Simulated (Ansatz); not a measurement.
```yaml
crystal:
  periodic: [false, false, false]
  atoms:
    - {symbol: F, position_ang: [-1.479977, 1.485471, 0.042790]}
    - {symbol: C, position_ang: [-0.170212, 1.153434, 0.350264]}
    - {symbol: Si, position_ang: [0.070364, -0.724775, 0.377274]}
    - {symbol: Se, position_ang: [-0.334593, -1.707595, -1.633007]}
    - {symbol: H, position_ang: [0.070999, 1.574657, 1.334182]}
    - {symbol: H, position_ang: [0.489301, 1.626549, -0.385491]}
    - {symbol: H, position_ang: [-0.898412, -1.344075, 1.313326]}
    - {symbol: H, position_ang: [1.466472, -0.975112, 0.823892]}
    - {symbol: H, position_ang: [0.874656, -1.134854, -2.240231]}
basis:
  gaussian: {orbitals: def2-TZVP}
hamiltonian: {xc: {name: HF}}
correlation: {method: mp2, frozen_orbitals: {F: 9}}
```

```sh
$ ansatz run in.yaml --threads 4 --pin off --events-out ev --progress --plain --max-ram 10444MiB
```

Output, abridged:

```
Functional definition: HF
Error: "frozen_orbitals" has no count for C
```

Question: What is wrong with this run?

Answer: Frozen orbitals are typed for one element alone, and the program wants a count for each. The program refused the input.
